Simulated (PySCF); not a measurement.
## Ce (cerium, neutral): PBE0 calculation

Configuration: [Xe] 5d2 6s2, high-spin 3F determinant (an excited configuration). Computed with PySCF 2.14 in ANO-RCC-VTZP (8s7p5d3f2g1h, 104 functions), with scalar relativity by spin-free X2C-1e.

| Property | Result |
| --- | --- |
| Total energy | -8858.81 hartree |
| One-electron energy | -12060.70 hartree |
| Hartree (Coulomb) energy | 3413.32 hartree |
| Exchange-correlation energy | -211.43 hartree |
| ⟨S²⟩ | 2.0077 |
| ⟨L²⟩ | 12.044 |
| Sum of ⟨r⟩ | 45.18 bohr |
| Sum of ⟨r²⟩ | 93.52 bohr² |
| Langevin diamagnetic susceptibility | -74.1 ×10⁻⁶ cm³/mol |
| Time after the integrals | of the order of 6 core-seconds |

```json
{"shell": "1s β", "electrons": "1", "mean orbital energy (eV)": "-40296.2", "spread (eV)": "0", "rms radius, mean of both spins (bohr)": "0.0280"}
{"shell": "1s α", "electrons": "1", "mean orbital energy (eV)": "-40296.2", "spread (eV)": "0", "rms radius, mean of both spins (bohr)": "0.0280"}
{"shell": "2s α", "electrons": "1", "mean orbital energy (eV)": "-6488.4", "spread (eV)": "0", "rms radius, mean of both spins (bohr)": "0.114"}
{"shell": "2s β", "electrons": "1", "mean orbital energy (eV)": "-6488.3", "spread (eV)": "0", "rms radius, mean of both spins (bohr)": "0.114"}
{"shell": "2p α", "electrons": "3", "mean orbital energy (eV)": "-5817.5", "spread (eV)": "0", "rms radius, mean of both spins (bohr)": "0.102"}
{"shell": "2p β", "electrons": "3", "mean orbital energy (eV)": "-5817.4", "spread (eV)": "0", "rms radius, mean of both spins (bohr)": "0.102"}
{"shell": "3s α", "electrons": "1", "mean orbital energy (eV)": "-1417.8", "spread (eV)": "0", "rms radius, mean of both spins (bohr)": "0.297"}
{"shell": "3s β", "electrons": "1", "mean orbital energy (eV)": "-1417.8", "spread (eV)": "0", "rms radius, mean of both spins (bohr)": "0.297"}
{"shell": "3p α", "electrons": "3", "mean orbital energy (eV)": "-1202.4", "spread (eV)": "0", "rms radius, mean of both spins (bohr)": "0.297"}
{"shell": "3p β", "electrons": "3", "mean orbital energy (eV)": "-1202.3", "spread (eV)": "0", "rms radius, mean of both spins (bohr)": "0.297"}
{"shell": "3d α", "electrons": "5", "mean orbital energy (eV)": "-892.81", "spread (eV)": "0.049", "rms radius, mean of both spins (bohr)": "0.275"}
{"shell": "3d β", "electrons": "5", "mean orbital energy (eV)": "-892.74", "spread (eV)": "0.056", "rms radius, mean of both spins (bohr)": "0.275"}
{"shell": "4s α", "electrons": "1", "mean orbital energy (eV)": "-299.00", "spread (eV)": "0", "rms radius, mean of both spins (bohr)": "0.675"}
{"shell": "4s β", "electrons": "1", "mean orbital energy (eV)": "-298.87", "spread (eV)": "0", "rms radius, mean of both spins (bohr)": "0.675"}
{"shell": "4p α", "electrons": "3", "mean orbital energy (eV)": "-227.43", "spread (eV)": "0", "rms radius, mean of both spins (bohr)": "0.715"}
{"shell": "4p β", "electrons": "3", "mean orbital energy (eV)": "-227.32", "spread (eV)": "0", "rms radius, mean of both spins (bohr)": "0.715"}
{"shell": "4d α", "electrons": "5", "mean orbital energy (eV)": "-122.70", "spread (eV)": "0.064", "rms radius, mean of both spins (bohr)": "0.794"}
{"shell": "4d β", "electrons": "5", "mean orbital energy (eV)": "-122.57", "spread (eV)": "0.171", "rms radius, mean of both spins (bohr)": "0.794"}
{"shell": "5s α", "electrons": "1", "mean orbital energy (eV)": "-47.200", "spread (eV)": "0", "rms radius, mean of both spins (bohr)": "1.58"}
{"shell": "5s β", "electrons": "1", "mean orbital energy (eV)": "-46.402", "spread (eV)": "0", "rms radius, mean of both spins (bohr)": "1.58"}
{"shell": "5p α", "electrons": "3", "mean orbital energy (eV)": "-28.210", "spread (eV)": "0", "rms radius, mean of both spins (bohr)": "1.82"}
{"shell": "5p β", "electrons": "3", "mean orbital energy (eV)": "-27.080", "spread (eV)": "0", "rms radius, mean of both spins (bohr)": "1.82"}
{"shell": "5d α", "electrons": "2", "mean orbital energy (eV)": "-5.803", "spread (eV)": "0", "rms radius, mean of both spins (bohr)": "2.84"}
{"shell": "6s α", "electrons": "1", "mean orbital energy (eV)": "-4.693", "spread (eV)": "0", "rms radius, mean of both spins (bohr)": "4.51"}
{"shell": "6s β", "electrons": "1", "mean orbital energy (eV)": "-4.133", "spread (eV)": "0", "rms radius, mean of both spins (bohr)": "4.51"}
```

Spin-orbit coupling, absent here, splits the open shell strongly.

Densities and radii are taken from the X2C orbitals without a picture-change correction, which distorts them close to the nucleus.
